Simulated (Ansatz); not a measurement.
Reaction (substitution at a C–C bond): `C/C(O)=N\[SiH3]` + `CC(=N)Cl` → `C/N=C(/C)Cl` + `O/C=N/[SiH3]`

Computed with Ansatz on PBE0-D4/def2-TZVP structures; ΔE is electronic, products minus reactants. CBS: MP2 limit from def2 TZ/QZ plus the TZ coupled-cluster correction, frozen cores. Double bonds are as drawn, so ΔE can hold a change between cis and trans. DFT in def2-TZVPP. B3LYP here is the variant with VWN-RPA as its local correlation; programs differ in this. One conformer a species, not always the lowest.

Q: Is it downhill or uphill in electronic energy at CCSD(T)/CBS, and by how much? (An estimate is asked.)

A: Ansatz gave: Uphill: ΔE = +41.4 kJ/mol.

Q: What do these levels give: PBE0-D4, B3LYP-D4, r2SCAN, B3LYP, MP2/def2-QZVPP, SCS-MP2/def2-QZVPP? (An estimate is asked.)

A: The calculation gave: PBE0-D4 40.9, B3LYP-D4 38.2, r2SCAN 41.1, B3LYP 36.6, MP2/def2-QZVPP 39.7, SCS-MP2/def2-QZVPP 38.6 kJ/mol.

Largest T1 diagnostic among the species: 0.014.

From PBE to PBE0 (25 % exact exchange), in def2-TZVPP and without D4, ΔE moves by +4.2 kJ/mol.
